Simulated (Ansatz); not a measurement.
glyoxal (C$_{2}$H$_{2}$O$_{2}$), singlet, geometry from GFN2-xTB; B3LYP/def2-SVP in Ansatz (a quantum-chemistry and plane-wave program).

The Ansatz input:
Ansatz 0.2 input:
```yaml
crystal:
  periodic: [false, false, false]
  atoms:
    - {symbol: C, position_ang: [0.02026430, 0.75833993, 0.00748046]}
    - {symbol: C, position_ang: [-0.02026430, -0.75833993, -0.00748046]}
    - {symbol: O, position_ang: [1.03960208, 1.38537393, 0.03158832]}
    - {symbol: H, position_ang: [-0.97907997, 1.22841153, -0.00597192]}
    - {symbol: O, position_ang: [-1.03960208, -1.38537393, -0.03158832]}
    - {symbol: H, position_ang: [0.97907997, -1.22841153, 0.00597192]}
basis:
  gaussian:
    orbitals: def2-SVP
hamiltonian:
  xc: b3lyp
accuracy: high
```

### Question
Write the output that Ansatz gives for this input, abridged.

### Answer

```
Functional definition: B3LYP
1499 factors; integrals over basis functions are off by at most 3.3e-9 eV
mean field evaluation 1: about -6190.6647 eV, gradient 4.7e1 eV
mean field evaluation 2: about -6181.7600 eV, gradient 8.5e1 eV
mean field evaluation 4: about -6194.6429 eV, gradient 1.9e0 eV
mean field evaluation 8: about -6194.6466 eV, gradient 5.9e-2 eV
mean field evaluation 16: about -6194.6466 eV, gradient 2.6e-6 eV
mean field -6194.64661019 eV, -227.6490640423 hartree, gradient 1.6e-8 eV, S^2 0.000000; 0 other end points of the search recorded, 0 dependent functions left out
reference -6194.64664067 eV, -227.6490651624 hartree; 15, 15 occupied and 51, 51 virtual orbitals, 1499 factors
Total energy: -6194.64664067 eV, -227.6490651624 hartree
```
